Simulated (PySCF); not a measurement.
Start geometry of `FC(F)(Cl)[C@H]1CO1` from a GFN2-xTB structure with every atom displaced at random (by about 0.01 Å) (Å):
```
atom  x, y, z in Å
F1    -1.9924   -0.5270   -1.0604
C2    -1.1867    0.1263   -0.2197
F3    -1.3781    1.4463   -0.4682
Cl4   -1.6550   -0.2158    1.4451
C5     0.2587   -0.2600   -0.4988
C6     1.3072    0.0831    0.4766
O7     0.8491   -1.2266    0.3105
H8     0.5014   -0.2889   -1.5571
H9     2.3111    0.2778    0.1341
H10    1.0352    0.5639    1.4169
```

**Question.** What comes out of this run: PySCF, PBE0-D3(BJ)/def2-SVP geometry optimisation, gas phase?

**Answer.** 
```
atom  x, y, z in Å
F1    -1.8339   -0.9072   -1.0385
C2    -1.1677    0.0219   -0.3452
F3    -1.4213    1.2041   -0.9201
Cl4   -1.7838    0.0387    1.3154
C5     0.3168   -0.2517   -0.4202
C6     1.2573    0.2063    0.5968
O7     0.8668   -1.1480    0.4935
H8     0.6403   -0.3522   -1.4667
H9     2.2876    0.4315    0.2963
H10    0.8800    0.7382    1.4776
```

The energy falls by 0.047 eV over 6 energy and gradient evaluations, the largest force component goes from 0.0181 to 4.0e-04 Eh/bohr, and the atoms move by 0.103 Å rms after alignment. Among the bonds, C2–F3 and C6–H9 change most and about equally (-0.018 to +0.018 Å). Bonds longer at the end by more than 0.005 Å: 5 of 10; shorter: 3. Among the angles that change most is C2–C5–C6, from 119.7° to 122.8°. Among the dihedrals that turn most is F1–C2–C5–O7, from -99° to -85°. Rotational constants go from 2965, 1993, 1664 to 2962, 1983, 1661 MHz. The orientation of the end geometry is arbitrary; only internal coordinates are fixed.

The run used 117 basis functions and 40 SCF cycles in all.

No frequency check. One conformer, not necessarily the lowest.
